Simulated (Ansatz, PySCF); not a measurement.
Dissociation curve of AlH, singlet.

UHF/aug-cc-pVTZ (Ansatz, a quantum-chemistry and plane-wave program); RHF/aug-cc-pVTZ (Ansatz); UKS-CAM-B3LYP = unrestricted CAM-B3LYP/aug-cc-pVTZ in Ansatz; RKS-CAM-B3LYP = restricted CAM-B3LYP/aug-cc-pVTZ run with Ansatz; UKS-B3LYP = unrestricted B3LYP/aug-cc-pVTZ run with Ansatz; RKS-B3LYP = restricted B3LYP/aug-cc-pVTZ run with Ansatz; UKS-PBE = unrestricted PBE/aug-cc-pVTZ run with Ansatz; RKS-PBE = restricted PBE/aug-cc-pVTZ in Ansatz; UKS-B3LYP/6-31G* = unrestricted B3LYP/6-31G*, spherical d in PySCF 2.14.0; RKS-B3LYP/6-31G* = restricted B3LYP/6-31G*, spherical d run with PySCF.

Scanned distances (Å): 1.23, 1.34, 1.41, 1.51, 1.56, 1.60, 1.66, 1.70, 1.79, 1.85, 1.91, 2.05, 2.25, 2.51, 2.74, 2.98, 3.33, 3.71, 4.07, 4.41, 5.04, 5.77, 6.61.

Question: Where does the unrestricted solution first break spin symmetry (<S²> of 0.01 or more)?

Answer: UHF: already at 1.23 Å; UKS-CAM-B3LYP: between 2.74 and 2.98 Å; UKS-B3LYP: between 2.74 and 2.98 Å; UKS-PBE: between 2.98 and 3.33 Å; UKS-B3LYP/6-31G*: between 2.74 and 2.98 Å.

```json
[
 {"R / Å": "1.23", "<S²> UHF": "0.34", "E(RHF) − E(UHF) / kcal/mol": "1.4", "<S²> UKS-CAM-B3LYP": "0.00", "E(RKS-CAM-B3LYP) − E(UKS-CAM-B3LYP) / kcal/mol": "0.0", "<S²> UKS-B3LYP": "0.00", "E(RKS-B3LYP) − E(UKS-B3LYP) / kcal/mol": "0.0", "<S²> UKS-PBE": "0.00", "E(RKS-PBE) − E(UKS-PBE) / kcal/mol": "0.0", "<S²> UKS-B3LYP/6-31G*": "0.00", "E(RKS-B3LYP/6-31G*) − E(UKS-B3LYP/6-31G*) / kcal/mol": "0.0"},
 {"R / Å": "1.34", "<S²> UHF": "0.30", "E(RHF) − E(UHF) / kcal/mol": "1.1", "<S²> UKS-CAM-B3LYP": "0.00", "E(RKS-CAM-B3LYP) − E(UKS-CAM-B3LYP) / kcal/mol": "0.0", "<S²> UKS-B3LYP": "0.00", "E(RKS-B3LYP) − E(UKS-B3LYP) / kcal/mol": "0.0", "<S²> UKS-PBE": "0.00", "E(RKS-PBE) − E(UKS-PBE) / kcal/mol": "0.0", "<S²> UKS-B3LYP/6-31G*": "0.00", "E(RKS-B3LYP/6-31G*) − E(UKS-B3LYP/6-31G*) / kcal/mol": "0.0"},
 {"R / Å": "1.41", "<S²> UHF": "0.27", "E(RHF) − E(UHF) / kcal/mol": "0.9", "<S²> UKS-CAM-B3LYP": "0.00", "E(RKS-CAM-B3LYP) − E(UKS-CAM-B3LYP) / kcal/mol": "0.0", "<S²> UKS-B3LYP": "0.00", "E(RKS-B3LYP) − E(UKS-B3LYP) / kcal/mol": "0.0", "<S²> UKS-PBE": "0.00", "E(RKS-PBE) − E(UKS-PBE) / kcal/mol": "0.0", "<S²> UKS-B3LYP/6-31G*": "0.00", "E(RKS-B3LYP/6-31G*) − E(UKS-B3LYP/6-31G*) / kcal/mol": "0.0"},
 {"R / Å": "1.51", "<S²> UHF": "0.23", "E(RHF) − E(UHF) / kcal/mol": "0.6", "<S²> UKS-CAM-B3LYP": "0.00", "E(RKS-CAM-B3LYP) − E(UKS-CAM-B3LYP) / kcal/mol": "0.0", "<S²> UKS-B3LYP": "0.00", "E(RKS-B3LYP) − E(UKS-B3LYP) / kcal/mol": "0.0", "<S²> UKS-PBE": "0.00", "E(RKS-PBE) − E(UKS-PBE) / kcal/mol": "0.0", "<S²> UKS-B3LYP/6-31G*": "0.00", "E(RKS-B3LYP/6-31G*) − E(UKS-B3LYP/6-31G*) / kcal/mol": "0.0"},
 {"R / Å": "1.56", "<S²> UHF": "0.21", "E(RHF) − E(UHF) / kcal/mol": "0.5", "<S²> UKS-CAM-B3LYP": "0.00", "E(RKS-CAM-B3LYP) − E(UKS-CAM-B3LYP) / kcal/mol": "0.0", "<S²> UKS-B3LYP": "0.00", "E(RKS-B3LYP) − E(UKS-B3LYP) / kcal/mol": "0.0", "<S²> UKS-PBE": "0.00", "E(RKS-PBE) − E(UKS-PBE) / kcal/mol": "0.0", "<S²> UKS-B3LYP/6-31G*": "0.00", "E(RKS-B3LYP/6-31G*) − E(UKS-B3LYP/6-31G*) / kcal/mol": "0.0"},
 {"R / Å": "1.60", "<S²> UHF": "0.19", "E(RHF) − E(UHF) / kcal/mol": "0.4", "<S²> UKS-CAM-B3LYP": "0.00", "E(RKS-CAM-B3LYP) − E(UKS-CAM-B3LYP) / kcal/mol": "0.0", "<S²> UKS-B3LYP": "0.00", "E(RKS-B3LYP) − E(UKS-B3LYP) / kcal/mol": "0.0", "<S²> UKS-PBE": "0.00", "E(RKS-PBE) − E(UKS-PBE) / kcal/mol": "0.0", "<S²> UKS-B3LYP/6-31G*": "0.00", "E(RKS-B3LYP/6-31G*) − E(UKS-B3LYP/6-31G*) / kcal/mol": "0.0"},
 {"R / Å": "1.66", "<S²> UHF": "0.17", "E(RHF) − E(UHF) / kcal/mol": "0.3", "<S²> UKS-CAM-B3LYP": "0.00", "E(RKS-CAM-B3LYP) − E(UKS-CAM-B3LYP) / kcal/mol": "0.0", "<S²> UKS-B3LYP": "0.00", "E(RKS-B3LYP) − E(UKS-B3LYP) / kcal/mol": "0.0", "<S²> UKS-PBE": "0.00", "E(RKS-PBE) − E(UKS-PBE) / kcal/mol": "0.0", "<S²> UKS-B3LYP/6-31G*": "0.00", "E(RKS-B3LYP/6-31G*) − E(UKS-B3LYP/6-31G*) / kcal/mol": "0.0"},
 {"R / Å": "1.70", "<S²> UHF": "0.15", "E(RHF) − E(UHF) / kcal/mol": "0.3", "<S²> UKS-CAM-B3LYP": "0.00", "E(RKS-CAM-B3LYP) − E(UKS-CAM-B3LYP) / kcal/mol": "0.0", "<S²> UKS-B3LYP": "0.00", "E(RKS-B3LYP) − E(UKS-B3LYP) / kcal/mol": "0.0", "<S²> UKS-PBE": "0.00", "E(RKS-PBE) − E(UKS-PBE) / kcal/mol": "0.0", "<S²> UKS-B3LYP/6-31G*": "0.00", "E(RKS-B3LYP/6-31G*) − E(UKS-B3LYP/6-31G*) / kcal/mol": "0.0"},
 {"R / Å": "1.79", "<S²> UHF": "0.11", "E(RHF) − E(UHF) / kcal/mol": "0.1", "<S²> UKS-CAM-B3LYP": "0.00", "E(RKS-CAM-B3LYP) − E(UKS-CAM-B3LYP) / kcal/mol": "0.0", "<S²> UKS-B3LYP": "0.00", "E(RKS-B3LYP) − E(UKS-B3LYP) / kcal/mol": "0.0", "<S²> UKS-PBE": "0.00", "E(RKS-PBE) − E(UKS-PBE) / kcal/mol": "0.0", "<S²> UKS-B3LYP/6-31G*": "0.00", "E(RKS-B3LYP/6-31G*) − E(UKS-B3LYP/6-31G*) / kcal/mol": "0.0"},
 {"R / Å": "1.85", "<S²> UHF": "0.09", "E(RHF) − E(UHF) / kcal/mol": "0.1", "<S²> UKS-CAM-B3LYP": "0.00", "E(RKS-CAM-B3LYP) − E(UKS-CAM-B3LYP) / kcal/mol": "0.0", "<S²> UKS-B3LYP": "0.00", "E(RKS-B3LYP) − E(UKS-B3LYP) / kcal/mol": "0.0", "<S²> UKS-PBE": "0.00", "E(RKS-PBE) − E(UKS-PBE) / kcal/mol": "0.0", "<S²> UKS-B3LYP/6-31G*": "0.00", "E(RKS-B3LYP/6-31G*) − E(UKS-B3LYP/6-31G*) / kcal/mol": "0.0"},
 {"R / Å": "1.91", "<S²> UHF": "0.06", "E(RHF) − E(UHF) / kcal/mol": "0.0", "<S²> UKS-CAM-B3LYP": "0.00", "E(RKS-CAM-B3LYP) − E(UKS-CAM-B3LYP) / kcal/mol": "0.0", "<S²> UKS-B3LYP": "0.00", "E(RKS-B3LYP) − E(UKS-B3LYP) / kcal/mol": "0.0", "<S²> UKS-PBE": "0.00", "E(RKS-PBE) − E(UKS-PBE) / kcal/mol": "0.0", "<S²> UKS-B3LYP/6-31G*": "0.00", "E(RKS-B3LYP/6-31G*) − E(UKS-B3LYP/6-31G*) / kcal/mol": "0.0"},
 {"R / Å": "2.05", "<S²> UHF": "0.00", "E(RHF) − E(UHF) / kcal/mol": "0.0", "<S²> UKS-CAM-B3LYP": "0.00", "E(RKS-CAM-B3LYP) − E(UKS-CAM-B3LYP) / kcal/mol": "0.0", "<S²> UKS-B3LYP": "0.00", "E(RKS-B3LYP) − E(UKS-B3LYP) / kcal/mol": "0.0", "<S²> UKS-PBE": "0.00", "E(RKS-PBE) − E(UKS-PBE) / kcal/mol": "0.0", "<S²> UKS-B3LYP/6-31G*": "0.00", "E(RKS-B3LYP/6-31G*) − E(UKS-B3LYP/6-31G*) / kcal/mol": "0.0"},
 {"R / Å": "2.25", "<S²> UHF": "0.00", "E(RHF) − E(UHF) / kcal/mol": "0.0", "<S²> UKS-CAM-B3LYP": "0.00", "E(RKS-CAM-B3LYP) − E(UKS-CAM-B3LYP) / kcal/mol": "0.0", "<S²> UKS-B3LYP": "0.00", "E(RKS-B3LYP) − E(UKS-B3LYP) / kcal/mol": "0.0", "<S²> UKS-PBE": "0.00", "E(RKS-PBE) − E(UKS-PBE) / kcal/mol": "0.0", "<S²> UKS-B3LYP/6-31G*": "0.00", "E(RKS-B3LYP/6-31G*) − E(UKS-B3LYP/6-31G*) / kcal/mol": "0.0"},
 {"R / Å": "2.51", "<S²> UHF": "0.24", "E(RHF) − E(UHF) / kcal/mol": "0.7", "<S²> UKS-CAM-B3LYP": "0.00", "E(RKS-CAM-B3LYP) − E(UKS-CAM-B3LYP) / kcal/mol": "0.0", "<S²> UKS-B3LYP": "0.00", "E(RKS-B3LYP) − E(UKS-B3LYP) / kcal/mol": "0.0", "<S²> UKS-PBE": "0.00", "E(RKS-PBE) − E(UKS-PBE) / kcal/mol": "0.0", "<S²> UKS-B3LYP/6-31G*": "0.00", "E(RKS-B3LYP/6-31G*) − E(UKS-B3LYP/6-31G*) / kcal/mol": "0.0"},
 {"R / Å": "2.74", "<S²> UHF": "0.55", "E(RHF) − E(UHF) / kcal/mol": "4.8", "<S²> UKS-CAM-B3LYP": "0.00", "E(RKS-CAM-B3LYP) − E(UKS-CAM-B3LYP) / kcal/mol": "0.0", "<S²> UKS-B3LYP": "0.00", "E(RKS-B3LYP) − E(UKS-B3LYP) / kcal/mol": "0.0", "<S²> UKS-PBE": "0.00", "E(RKS-PBE) − E(UKS-PBE) / kcal/mol": "0.0", "<S²> UKS-B3LYP/6-31G*": "0.00", "E(RKS-B3LYP/6-31G*) − E(UKS-B3LYP/6-31G*) / kcal/mol": "0.0"},
 {"R / Å": "2.98", "<S²> UHF": "0.74", "E(RHF) − E(UHF) / kcal/mol": "11.1", "<S²> UKS-CAM-B3LYP": "0.26", "E(RKS-CAM-B3LYP) − E(UKS-CAM-B3LYP) / kcal/mol": "0.8", "<S²> UKS-B3LYP": "0.10", "E(RKS-B3LYP) − E(UKS-B3LYP) / kcal/mol": "0.1", "<S²> UKS-PBE": "0.00", "E(RKS-PBE) − E(UKS-PBE) / kcal/mol": "0.0", "<S²> UKS-B3LYP/6-31G*": "0.19", "E(RKS-B3LYP/6-31G*) − E(UKS-B3LYP/6-31G*) / kcal/mol": "0.4"},
 {"R / Å": "3.33", "<S²> UHF": "0.89", "E(RHF) − E(UHF) / kcal/mol": "21.2", "<S²> UKS-CAM-B3LYP": "0.56", "E(RKS-CAM-B3LYP) − E(UKS-CAM-B3LYP) / kcal/mol": "4.8", "<S²> UKS-B3LYP": "0.43", "E(RKS-B3LYP) − E(UKS-B3LYP) / kcal/mol": "2.4", "<S²> UKS-PBE": "0.33", "E(RKS-PBE) − E(UKS-PBE) / kcal/mol": "0.9", "<S²> UKS-B3LYP/6-31G*": "0.51", "E(RKS-B3LYP/6-31G*) − E(UKS-B3LYP/6-31G*) / kcal/mol": "3.8"},
 {"R / Å": "3.71", "<S²> UHF": "0.96", "E(RHF) − E(UHF) / kcal/mol": "31.9", "<S²> UKS-CAM-B3LYP": "0.75", "E(RKS-CAM-B3LYP) − E(UKS-CAM-B3LYP) / kcal/mol": "10.5", "<S²> UKS-B3LYP": "0.63", "E(RKS-B3LYP) − E(UKS-B3LYP) / kcal/mol": "6.3", "<S²> UKS-PBE": "0.59", "E(RKS-PBE) − E(UKS-PBE) / kcal/mol": "3.9", "<S²> UKS-B3LYP/6-31G*": "0.70", "E(RKS-B3LYP/6-31G*) − E(UKS-B3LYP/6-31G*) / kcal/mol": "8.9"},
 {"R / Å": "4.07", "<S²> UHF": "0.99", "E(RHF) − E(UHF) / kcal/mol": "40.9", "<S²> UKS-CAM-B3LYP": "0.86", "E(RKS-CAM-B3LYP) − E(UKS-CAM-B3LYP) / kcal/mol": "16.1", "<S²> UKS-B3LYP": "0.74", "E(RKS-B3LYP) − E(UKS-B3LYP) / kcal/mol": "10.0", "<S²> UKS-PBE": "0.73", "E(RKS-PBE) − E(UKS-PBE) / kcal/mol": "6.9", "<S²> UKS-B3LYP/6-31G*": "0.81", "E(RKS-B3LYP/6-31G*) − E(UKS-B3LYP/6-31G*) / kcal/mol": "13.6"},
 {"R / Å": "4.41", "<S²> UHF": "1.01", "E(RHF) − E(UHF) / kcal/mol": "48.3", "<S²> UKS-CAM-B3LYP": "0.92", "E(RKS-CAM-B3LYP) − E(UKS-CAM-B3LYP) / kcal/mol": "21.1", "<S²> UKS-B3LYP": "0.81", "E(RKS-B3LYP) − E(UKS-B3LYP) / kcal/mol": "13.2", "<S²> UKS-PBE": "0.81", "E(RKS-PBE) − E(UKS-PBE) / kcal/mol": "9.5", "<S²> UKS-B3LYP/6-31G*": "0.88", "E(RKS-B3LYP/6-31G*) − E(UKS-B3LYP/6-31G*) / kcal/mol": "17.6"},
 {"R / Å": "5.04", "<S²> UHF": "1.02", "E(RHF) − E(UHF) / kcal/mol": "59.2", "<S²> UKS-CAM-B3LYP": "0.98", "E(RKS-CAM-B3LYP) − E(UKS-CAM-B3LYP) / kcal/mol": "29.0", "<S²> UKS-B3LYP": "0.90", "E(RKS-B3LYP) − E(UKS-B3LYP) / kcal/mol": "17.8", "<S²> UKS-PBE": "0.94", "E(RKS-PBE) − E(UKS-PBE) / kcal/mol": "13.3", "<S²> UKS-B3LYP/6-31G*": "0.96", "E(RKS-B3LYP/6-31G*) − E(UKS-B3LYP/6-31G*) / kcal/mol": "23.6"},
 {"R / Å": "5.77", "<S²> UHF": "1.02", "E(RHF) − E(UHF) / kcal/mol": "68.5", "<S²> UKS-CAM-B3LYP": "1.00", "E(RKS-CAM-B3LYP) − E(UKS-CAM-B3LYP) / kcal/mol": "35.8", "<S²> UKS-B3LYP": "0.96", "E(RKS-B3LYP) − E(UKS-B3LYP) / kcal/mol": "21.5", "<S²> UKS-PBE": "1.00", "E(RKS-PBE) − E(UKS-PBE) / kcal/mol": "16.7", "<S²> UKS-B3LYP/6-31G*": "1.00", "E(RKS-B3LYP/6-31G*) − E(UKS-B3LYP/6-31G*) / kcal/mol": "28.3"},
 {"R / Å": "6.61", "<S²> UHF": "1.02", "E(RHF) − E(UHF) / kcal/mol": "76.0", "<S²> UKS-CAM-B3LYP": "1.01", "E(RKS-CAM-B3LYP) − E(UKS-CAM-B3LYP) / kcal/mol": "41.1", "<S²> UKS-B3LYP": "1.00", "E(RKS-B3LYP) − E(UKS-B3LYP) / kcal/mol": "24.3", "<S²> UKS-PBE": "1.01", "E(RKS-PBE) − E(UKS-PBE) / kcal/mol": "18.8", "<S²> UKS-B3LYP/6-31G*": "1.00", "E(RKS-B3LYP/6-31G*) − E(UKS-B3LYP/6-31G*) / kcal/mol": "31.4"}
]
```
